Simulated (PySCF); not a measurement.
`C[Si@H]1OC[C@H](C#N)O1`, C4H7NO2Si

Geometry:
```tsv
atom	x (Å)	y (Å)	z (Å)
C1	-2.407	-0.686	-0.698
Si2	-0.566	-0.316	-0.833
O3	-0.174	1.238	-0.458
C4	0.768	1.330	0.560
C5	1.188	-0.117	0.965
C6	2.523	-0.391	0.468
N7	3.566	-0.601	0.052
O8	0.266	-1.006	0.412
H9	-2.611	-1.692	-1.044
H10	-2.784	-0.596	0.317
H11	-2.967	-0.004	-1.328
H12	0.049	-0.658	-2.112
H13	1.635	1.898	0.207
H14	0.322	1.851	1.414
H15	1.188	-0.243	2.056
```

Level of theory: TDDFT LC-wPBE/aug-cc-pVDZ circular dichroism and optical rotation, one conformer, gas phase in PySCF 2.14.0. Geometry: GFN2-xTB.

**Question.** Draw the ECD and absorption spectra from the lowest 16 states, each a Gaussian of half-width 0.25 eV at 1/e height.

**Answer.** 
| E (eV) | λ (nm) | Δε (L mol⁻¹ cm⁻¹) | ε (L mol⁻¹ cm⁻¹) |
| --- | --- | --- | --- |
| 7.08 | 175 | +0.04 | 1.06 |
| 7.23 | 172 | +0.25 | 9.07 |
| 7.38 | 168 | +0.55 | 44.3 |
| 7.53 | 165 | -0.61 | 144 |
| 7.68 | 161 | -3.04 | 358 |
| 7.83 | 158 | -3.02 | 728 |
| 7.98 | 155 | -4.44 | 1220 |
| 8.13 | 153 | -6.11 | 1970 |
| 8.28 | 150 | +2.90 | 4130 |
| 8.43 | 147 | +18.75 | 8500 |
| 8.58 | 145 | +31.75 | 11700 |
| 8.73 | 142 | +28.66 | 10700 |
| 8.88 | 140 | +3.51 | 8180 |
| 9.03 | 137 | -16.43 | 7650 |
| 9.18 | 135 | -15.04 | 8660 |

Δε uses R in velocity form, ε uses f in length form. Only the states computed contribute, so the short-wavelength end is incomplete.
